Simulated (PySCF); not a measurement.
## Nuclear quadrupole coupling in `C#CB(O)O`

Compound: C2H3BO2.
Cartesian coordinates in Å at the PBE0-D3(BJ)/def2-SVP level; atoms count from 1:
```
atom  x, y, z in Å
C1     2.1010    0.3134    0.2277
C2     0.9103    0.1848    0.0180
B3    -0.6061   -0.0112   -0.2015
O4    -1.3639   -0.7097    0.6901
O5    -1.1916    0.5196   -1.2991
H6     3.1554    0.4346    0.4009
H7    -0.8518   -1.0358    1.4360
H8    -2.1353    0.3231   -1.3213
```

Field gradients from the PBE0/pcSseg-1 density (PySCF, non-relativistic), principal values in atomic units, ordered |Vxx| ≤ |Vyy| ≤ |Vzz|:

| atom | Vxx | Vyy | Vzz |
| --- | --- | --- | --- |
| B3 | -0.1428 | -0.1758 | 0.3186 |
| O4 | -0.5029 | -0.8560 | 1.3589 |
| O5 | -0.5570 | -0.8107 | 1.3678 |

**Question.** Find the asymmetry η = (Vxx − Vyy)/Vzz and the couplings χ = eQV/h (234.96 MHz × Q in barn × V in au), with Q(11B) = 0.04059 b, Q(17O) = −0.0256 b.

**Answer.** 
```csv
atom,environment,nucleus,η,χzz (MHz),χxx (MHz),χyy (MHz)
B3,three-coordinate boron,11B,0.10,3.038,-1.362,-1.676
O4,boron-bound oxygen,17O,0.26,-8.17,3.03,5.15
O5,boron-bound oxygen,17O,0.19,-8.23,3.35,4.88
```

The tensor is traceless: Vxx + Vyy + Vzz = 0.

**Question.** What is Vzz at O5 in SI units (1 au = 9.71736 × 10²¹ V/m²)?

**Answer.** 1.3678 au = 13.291 × 10²¹ V/m².

**Question.** And the gradient at the other heavy atoms, for which no coupling is worked out here?

**Answer.** 
```csv
atom,environment,Vzz (au),η
C1,terminal alkyne carbon,-0.341,0.35
C2,alkyne carbon,-0.388,0.09
```

**Question.** What couplings would deuterons (Q(2H) = 0.00286 b) have in place of the hydrogens, at this geometry?

**Answer.** 
| atom | bonded to | bond length (Å) | Vzz (au) | η | χzz (kHz) |
| --- | --- | --- | --- | --- | --- |
| H6 | C1 | 1.075 | 0.3391 | 0.01 | 228 |
| H7 | O4 | 0.962 | 0.4701 | 0.06 | 316 |
| H8 | O5 | 0.964 | 0.4633 | 0.06 | 311 |

The structure is a single PBE0-D3(BJ)/def2-SVP conformer in the gas phase; no vibrational or solvent corrections. The small basis limits the accuracy of the gradients.

The run behind these numbers computed NMR shieldings as well. Hardware: one thread, Arm Neoverse V1, no GPU (shared host). Cost: 5.4 s of wall time.
